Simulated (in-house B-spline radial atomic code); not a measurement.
# Ionising Ar7+ with different functionals

Computed with an all-electron radial atomic-structure program (B-spline basis): non-relativistic Hamiltonian, point nucleus, spin-polarised at highest spin, spherical fractional occupations for the functionals, and exact exchange of hybrids averaged over the configuration. The ionisation energy is the difference of two self-consistent energies, [Ne] 3s1 → [He] 2s2 2p6, without Breit or QED terms; ε is the level of the shell that loses the electron (its least bound occupied spin orbital).

```tsv
method	rung	ΔSCF (eV)	-ε(3s) (eV)
PBE0	global hybrid	143.63	137.31
B3LYP	global hybrid	144.22	137.23
TPSSh	global hybrid	143.29	136.14
M06-2X	global hybrid	?	?
BHandHLYP	global hybrid	?	?
r2SCAN0	global hybrid	142.88	137.59
B97-1	global hybrid	143.17	136.72
HSE06	range-separated hybrid	143.67	136.97
wB97X	range-separated hybrid	141.81	139.76
CAM-B3LYP	range-separated hybrid	144.21	139.16
LC-wPBE	range-separated hybrid	143.88	140.67
```

Problem. What does M06-2X give?

Solution. ΔSCF 143.53 eV, and -ε(3s) = 139.90 eV.

Problem. What does BHandHLYP give?

Solution. ΔSCF 143.91 eV, and -ε(3s) = 139.35 eV.

Problem. Among the functionals, which spreads more, the ΔSCF values or the orbital energies?

Solution. The orbital energies: ΔSCF values span about 2.42 eV and the orbital energies 4.54 eV.

Problem. How do they compare with the NIST value?

Solution. NIST lists 143.457 eV ± 0.0012 (semi-empirical, ground level to ground level). Errors run from -1.65 to +0.77 eV; M06-2X is closest (+0.07 eV), but part of that can be cancellation, since the calculations leave out relativity, Breit-QED terms.
